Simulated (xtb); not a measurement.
A run for xtb: GFN2-xTB on CH7NS (a complex), monomers drawn apart or pushed together.

```
$ xtb mol.xyz --gfn 2 --sp --chrg 0 --uhf 0
10

S      0.29857264     0.13114982    -0.13144644
H      0.51332135     0.25786417     1.20852788
H      0.57665370    -1.18196172    -0.12453179
C     -0.78405847    -0.39421688     4.46268785
N      0.42158693     0.35581335     4.10328077
H     -0.67248322    -1.42794091     4.13377575
H     -1.63664510     0.02463451     3.92756012
H     -1.01540592    -0.39808417     5.53433322
H      1.24217503    -0.02912472     4.55525924
H      0.34804346     1.32453894     4.39024318
```

The log:

```
[...]
           -------------------------------------------------
          |                Calculation Setup                |
           -------------------------------------------------



molecular fragmentation (1/2 indicates fragments):
1112222222
# atoms in fragment 1/2:     3     7
 fragment masses (1/2) :       34.08       31.06
CMA distance (Bohr)    :   8.366
constraining FC (au)   :  0.0500

           -------------------------------------------------
          |                 G F N 2 - x T B                 |
           -------------------------------------------------

        Reference                      10.1021/acs.jctc.8b01176
      * Hamiltonian:
        H0-scaling (s, p, d)           1.850000    2.230000    2.230000
        zeta-weighting                 0.500000
      * Dispersion:
        s8                             2.700000
        a1                             0.520000
        a2                             5.000000
        s9                             5.000000
      * Repulsion:
        kExp                           1.500000    1.000000
        rExp                           1.000000
      * Coulomb:
        alpha                          2.000000
        third order                    shell-resolved
        anisotropic                    true
        a3                             3.000000
        a5                             4.000000
        cn-shift                       1.200000
        cn-exp                         4.000000
        max-rad                        5.000000


          ...................................................
          :                      SETUP                      :
          :.................................................:
          :  # basis functions                  25          :
          :  # atomic orbitals                  24          :
          :  # shells                           14          :
          :  # electrons                        22          :
          :  max. iterations                   250          :
          :  Hamiltonian                  GFN2-xTB          :
          :  restarted?                      false          :
          :  GBSA solvation                  false          :
          :  PC potential                    false          :
          :  electronic temp.          300.0000000     K    :
          :  accuracy                    1.0000000          :
          :  -> integral cutoff          0.2500000E+02      :
          :  -> integral neglect         0.1000000E-07      :
          :  -> SCF convergence          0.1000000E-05 Eh   :
          :  -> wf. convergence          0.1000000E-03 e    :
          :  Broyden damping             0.4000000          :
          :  net charge                          0          :
          :  unpaired electrons                  0          :
          ...................................................

 iter      E             dE          RMSdq      gap      omega  full diag
   1    -11.9442257 -0.119442E+02  0.363E+00    4.19       0.0  T
   2    -11.9585830 -0.143572E-01  0.193E+00    5.08       1.0  T
   3    -11.9593400 -0.757004E-03  0.572E-01    5.15       1.0  T
   4    -11.9594294 -0.894707E-04  0.122E-01    5.02       1.0  T
   5    -11.9594308 -0.135343E-05  0.234E-02    5.01       1.4  T
   6    -11.9594309 -0.154717E-06  0.926E-03    5.01       3.4  T
   7    -11.9594310 -0.131853E-07  0.277E-03    5.01      11.4  T
   8    -11.9594310 -0.157913E-08  0.602E-04    5.01      52.5  T
   9    -11.9594310 -0.260059E-09  0.222E-04    5.01     142.2  T

   *** convergence criteria satisfied after 9 iterations ***

         #    Occupation            Energy/Eh            Energy/eV
      -------------------------------------------------------------
         1        2.0000           -0.7091983             -19.2983
       ...           ...                  ...                  ...
         5        2.0000           -0.5142035             -13.9922
         6        2.0000           -0.4953387             -13.4789
         7        2.0000           -0.4894501             -13.3186
         8        2.0000           -0.4769432             -12.9783
         9        2.0000           -0.4557752             -12.4023
        10        2.0000           -0.3799634             -10.3393
        11        2.0000           -0.3765896             -10.2475 (HOMO)
        12                         -0.1923798              -5.2349 (LUMO)
        13                         -0.1106560              -3.0111
        14                         -0.0222329              -0.6050
        15                         -0.0079986              -0.2177
        16                         -0.0040397              -0.1099
       ...                                ...                  ...
        24                          0.5722538              15.5718
      -------------------------------------------------------------
                  HL-Gap            0.1842098 Eh            5.0126 eV
             Fermi-level           -0.2844847 Eh           -7.7412 eV

 SCC (total)                   0 d,  0 h,  0 min,  0.005 sec
 SCC setup                      ...        0 min,  0.000 sec (  1.891%)
 Dispersion                     ...        0 min,  0.000 sec (  0.998%)
 classical contributions        ...        0 min,  0.000 sec (  0.468%)
 integral evaluation            ...        0 min,  0.001 sec ( 14.112%)
 iterations                     ...        0 min,  0.003 sec ( 52.443%)
 molecular gradient             ...        0 min,  0.001 sec ( 27.527%)
 printout                       ...        0 min,  0.000 sec (  2.073%)

         :::::::::::::::::::::::::::::::::::::::::::::::::::::
         ::                     SUMMARY                     ::
         :::::::::::::::::::::::::::::::::::::::::::::::::::::
         :: total energy             -11.846348095243 Eh    ::
         :: gradient norm              0.023248543066 Eh/a0 ::
         :: HOMO-LUMO gap              5.012603850872 eV    ::
         ::.................................................::
         :: SCC energy               -11.959424196852 Eh    ::
         :: -> isotropic ES            0.017111046318 Eh    ::
         :: -> anisotropic ES          0.002192475804 Eh    ::
         :: -> anisotropic XC          0.010035779357 Eh    ::
         :: -> dispersion             -0.002862669830 Eh    ::
         :: repulsion energy           0.113076101609 Eh    ::
         :: add. restraining           0.000000000000 Eh    ::
         :: total charge              -0.000000000000 e     ::
         :::::::::::::::::::::::::::::::::::::::::::::::::::::

           -------------------------------------------------
          |                Property Printout                |
           -------------------------------------------------

    * Orbital Energies and Occupations

         #    Occupation            Energy/Eh            Energy/eV
      -------------------------------------------------------------
         1        2.0000           -0.7091983             -19.2983
         2        2.0000           -0.6273469             -17.0710
         3        2.0000           -0.5828393             -15.8599
         4        2.0000           -0.5301487             -14.4261
         5        2.0000           -0.5142035             -13.9922
         6        2.0000           -0.4953387             -13.4789
         7        2.0000           -0.4894501             -13.3186
         8        2.0000           -0.4769432             -12.9783
         9        2.0000           -0.4557752             -12.4023
        10        2.0000           -0.3799634             -10.3393
        11        2.0000           -0.3765896             -10.2475 (HOMO)
        12                         -0.1923798              -5.2349 (LUMO)
        13                         -0.1106560              -3.0111
        14                         -0.0222329              -0.6050
        15                         -0.0079986              -0.2177
        16                         -0.0040397              -0.1099
        17                          0.0395901               1.0773
        18                          0.1259018               3.4260
        19                          0.1511899               4.1141
        20                          0.1732733               4.7150
        21                          0.2209051               6.0111
        22                          0.2557144               6.9583
       ...                                ...                  ...
        24                          0.5722538              15.5718
      -------------------------------------------------------------
                  HL-Gap            0.1842098 Eh            5.0126 eV
             Fermi-level           -0.2844847 Eh           -7.7412 eV

     #   Z          covCN         q      C6AA      α(0)
     1  16 S        1.843    -0.352   156.466    21.054
     2   1 H        0.920     0.183     1.190     1.706
     3   1 H        0.922     0.168     1.277     1.767
     4   6 C        3.679    -0.021    21.175     6.591
     5   7 N        2.627    -0.343    28.846     7.977
     6   1 H        0.924     0.038     2.476     2.461
     7   1 H        0.924     0.041     2.433     2.439
     8   1 H        0.924     0.013     2.838     2.634
     9   1 H        0.860     0.136     1.499     1.918
    10   1 H        0.860     0.138     1.489     1.911

 Mol. C6AA /au·bohr⁶  :       1016.981189
 Mol. C8AA /au·bohr⁸  :      28929.339197
 Mol. α(0) /au        :         50.458291


Wiberg/Mayer (AO) data.
largest (>0.10) Wiberg bond orders for each atom

 ---------------------------------------------------------------------------
     #   Z sym  total        # sym  WBO       # sym  WBO       # sym  WBO
 ---------------------------------------------------------------------------
     1  16 S    1.933 --     3 H    0.969     2 H    0.962
     2   1 H    0.967 --     1 S    0.962
     3   1 H    0.972 --     1 S    0.969
     4   6 C    3.985 --     5 N    1.033     6 H    0.986     7 H    0.986
                             8 H    0.981
     5   7 N    2.998 --     4 C    1.033     9 H    0.970    10 H    0.970
     6   1 H    0.999 --     4 C    0.986
     7   1 H    0.998 --     4 C    0.986
     8   1 H    1.000 --     4 C    0.981
     9   1 H    0.981 --     5 N    0.970
    10   1 H    0.981 --     5 N    0.970
 ---------------------------------------------------------------------------

Topologies differ in total number of bonds
Writing topology from bond orders to xtbtopo.mol

molecular dipole:
                 x           y           z       tot (Debye)
 q only:        0.129      -0.362       0.678
   full:        0.176      -0.425       1.199       3.264
molecular quadrupole (traceless):
                xx          xy          yy          xz          yz          zz
 q only:       -1.800      -0.340      -1.004       0.703       0.838       2.804
  q+dip:       -5.249      -1.017      -3.475       1.688       2.034       8.724
   full:       -5.556      -0.981      -3.041       1.762       2.092       8.597


           -------------------------------------------------
          | TOTAL ENERGY              -11.846348095243 Eh   |
          | GRADIENT NORM               0.023248543066 Eh/α |
          | HOMO-LUMO GAP               5.012603850872 eV   |
           -------------------------------------------------

------------------------------------------------------------------------
------------------------------------------------------------------------
 total:
 SCF:
Note: The following floating-point exceptions are signalling: IEEE_UNDERFLOW_FLAG IEEE_DENORMAL
normal termination of xtb
```

The run finished.

Cost: about 0.03 core-seconds (a rough figure).
